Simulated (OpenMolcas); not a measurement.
An OpenMolcas run meant for Rb I (ANO-RCC-VQZP, DKH2; inactive shells 1s 2s 2p 3s 3p 3d 4s 4p; intended active space 1 electron in 9 orbitals (4d 5s 5p)). One step of its input:

```
&CASPT2
Multistate=1 1
Frozen=8 6
IPEA=-0.1
Imaginary=0.1
MaxIter=60
WThr=0.0 0.3 0.05
PrWF=0.5
NoMix
```

The run finished. Its levels beside those of a sound run (SS-CASPT2, IPEA 0.25 Eh, imaginary shift 0.1 Eh (closed shells correlated: 4s 4p)), in eV above each run's lowest level:

```json
{"Level": "5s ²S_1/2", "This run": "0.0000", "Usual run": "0.0000"}
{"Level": "5p ²P°_1/2", "This run": "1.5826", "Usual run": "1.5526"}
{"Level": "5p ²P°_3/2", "This run": "1.5993", "Usual run": "1.5693"}
```

Question: Which setting is unsound, and how much does it matter here?

Answer: The IPEA shift is negative. Against the sound run the excited levels shown move by 240 cm-1 on average and by 240 cm-1 at most.

ANO sets are built for ground and valence states and can reach diffuse excited orbitals poorly. With one active electron, CASPT2 adds the correlation within the correlated inactive shells and between them and that electron, and leaves the splitting within a term as the reference gives it. No level of 4d was computed, though it lies in the active space. Levels of configurations outside the active space are missing.

° marks odd parity.
